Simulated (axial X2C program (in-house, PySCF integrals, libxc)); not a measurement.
# Spin–orbit effects down a group: molecules with Zr, HF

Computed with an axial X2C code built on PySCF integrals, spin-free (one-electron X2C) or two-component (2c: spin–orbit coupling with atomic mean-field Coulomb and Gaunt terms, which also bring small scalar terms), in Dyall basis sets with cores contracted in-house; open shells are unrestricted.

Basis sets: Br dyall-cv3z, Cl dyall-av3z, F dyall-av3z, I dyall-cv3z, Zr dyall-cv3z.

| molecule | spin-free state | Re (Å) | ωe (cm⁻¹) | De (eV) | 2c state | Re 2c (Å) | ωe 2c (cm⁻¹) | De 2c (eV) |
| --- | --- | --- | --- | --- | --- | --- | --- | --- |
| ZrF | M_S = 3/2, Λ = 0 | 1.913 | 632.9 | n/a | Ω = 3/2 | 1.913 | 632.7 | n/a |
| ZrCl | M_S = 3/2, Λ = 0 | 2.411 | 359.9 | n/a | Ω = 3/2 | 2.411 | 359.8 | n/a |
| ZrBr | M_S = 3/2, Λ = 0 | 2.573 | 253.9 | n/a | Ω = 3/2 | 2.573 | 253.6 | n/a |
| ZrI | M_S = 3/2, Λ = 0 | 2.813 | 200.3 | n/a | Ω = 3/2 | 2.851 | 191.6 | n/a |

Each entry is the lowest single determinant of a limited PBE0 search at one distance. De goes to single-determinant-based atoms at the same level (for ions the charge split of lowest energy) and is withheld (n/a) where an atom does not fit its ground term or J level. Main or longest-lived isotopes. One determinant is a doubtful description, or other states lie close, for ZrF, ZrCl, ZrBr, ZrI; these need not be ground states, and all values refer to the states named. With several unpaired electrons the Ω given is that of one determinant, not necessarily of the lowest component. The lowest determinant changes configuration between the Hamiltonians for ZrI, so two states are compared there.
